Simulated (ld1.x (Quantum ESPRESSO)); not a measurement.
**Tl (Z = 81): excitation energies, all-electron against TM**

thallium (Tl), norm-conserving Troullier–Martins (Kleinman–Bylander form), made with ld1.x (Quantum ESPRESSO) 7.5 (PBE, scalar-relativistic). Core [Xe] 4f14 5d10, reference 6s2 6p1. Waves: 6p (bound): rc 2.30 bohr; 6d channel at 0.45 Ry: rc 2.96 bohr; 6s (bound): rc 1.65 bohr. Local part: the s channel. Core correction: a·sin(br)/r model core, default radius (core density twice the valence density).

Energies are relative to the spin-unpolarised reference configuration 6s2 6p1; without spin polarisation the order of configurations can differ from experiment.

Task: Give the all-electron excitation energy and the error of the potential for: 6s2 6p0; 6s1 6p0; 6s2 6p0.5; 6s1 6p2; 6s2 6p1.3; 6s0 6p3; 6s1 6p1.

Result:

```csv
valence configuration,charge,ΔE all-electron (eV),error AE − PS (meV)
6s2 6p0,+1,5.167,-30
6s1 6p0,+2,25.947,-392
6s2 6p0.5,+0.5,1.853,-5.3
6s1 6p2,0,7.403,-52
6s2 6p1.3,-0.3,-0.494,-0.4
6s0 6p3,0,15.210,-204
6s1 6p1,+1,13.444,-133
```

Levels in the configuration 6s1 6p1:

```csv
level,all-electron (eV),pseudo (eV)
6s,-17.557,-17.851
6p,-9.114,-9.259
```

Note: ghost state, extra bound levels that the all-electron valence spectrum of the same l lacks: d at -717.2 eV. A true bound ghost makes a file unfit for plane-wave use.
